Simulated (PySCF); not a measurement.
chlorotrifluoromethane (CClF3), singlet, at a GFN2-xTB geometry. Base run: R2SCAN/6-31G** (PySCF).

The PySCF input:
```python
from pyscf import gto, scf, dft

mol = gto.Mole()
mol.atom = '''
    F    -0.86134566   -0.63254016   -1.02874238
    C    -0.35035604   -0.00774362    0.01889747
    F    -0.84407447    1.21875581    0.05006863
    F    -0.74576507   -0.64039210    1.11088556
    Cl    1.42134135    0.03141469   -0.07666418
'''
mol.basis = '6-31g**'
mol.verbose = 4
mol.build()

mf = dft.RKS(mol)
mf.xc = 'r2scan'
mf.kernel()
```

Each row names what was changed in the base input (with any setting that the change needs).

```tsv
change	E (Eh)	HOMO (eV)	HOMO-LUMO gap (eV)	dipole (D)	core-seconds (rough)
base	-797.63406	-8.68	7.93	0.06	5
functional = tpss	-797.84452	-8.35	7.56	0.09	5
functional = bp86	-797.84040	-8.29	7.29	0.11	3
functional = pbe; dispersion = d4	-797.29506	-8.17	7.30	0.13	3
functional = wb97m_v	-797.70699	-12.18	14.73	0.07	100
functional = camb3lyp	-797.72890	-11.26	12.70	0.09	9
functional = bhandhlyp	-797.67300	-11.33	12.69	0.22	3
functional = b97-1	-797.66777	-9.51	9.56	0.02	3
functional = pbe0; dispersion = d3bjm	-797.33626	-9.86	10.03	0.04	3
functional = lda,vwn	-794.09604	-8.32	7.22	0.07	2
functional = m06	-797.67599	-9.85	9.89	0.17	5
functional = hf	-795.65642	-13.70	18.19	0.38	0.8
functional = tpssh	-797.80655	-9.01	8.63	0.02	5
```

Totals shift with the method and basis; they matter in differences.
